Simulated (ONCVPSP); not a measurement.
Reading a pseudo-wave (beryllium)

Columns: radius, all-electron u(r) and pseudo u(r) of the 1s shell (level -116.97 eV) of beryllium in the configuration 1s2 2s1; PBEsol, scalar-relativistic, ONCV scheme, ONCVPSP 4.0.1.

```
r (bohr)  all-electron  pseudo
   0.045        0.5494  0.3399
   0.090        0.9207  0.6581
   0.135        1.1584  0.9353
   0.180        1.2980  1.1571
   0.225        1.3670  1.3158
   0.270        1.3849  1.4101
   0.315        1.3667  1.4445
   0.360        1.3235  1.4282
   0.405        1.2635  1.3730
   0.450        1.1932  1.2918
   0.495        1.1170  1.1961
   0.540        1.0382  1.0954
   0.585        0.9593  0.9966
   0.630        0.8821  0.9038
   0.675        0.8078  0.8187
   0.720        0.7371  0.7416
   0.765        0.6705  0.6720
   0.810        0.6084  0.6086
   0.855        0.5506  0.5506
   0.900        0.4973  0.4973
   0.945        0.4484  0.4483
   0.990        0.4035  0.4035
   1.035        0.3626  0.3626
   1.080        0.3254  0.3254
   1.125        0.2917  0.2917
   1.170        0.2613  0.2613
```

Q: How many radial nodes do the two functions have?

A: The all-electron 1s function has n − l − 1 = 0; the pseudo-wave has 0.

Q: At about which radius was the pseudo-wave matched?

A: 0.90 bohr. The columns agree to 0.0005 from 0.81 bohr on; several derivatives are matched, so the curves merge somewhat inside the radius.

Q: Where does each function peak?

A: Outermost all-electron maximum near 0.27 bohr, pseudo maximum near 0.32 bohr (to the table’s step).

Q: Is the pseudo-wave norm-conserving?

A: Yes: the ONCV scheme keeps the norm inside the radius equal to the all-electron one, which fixes the energy derivative of the logarithmic derivative at the level.
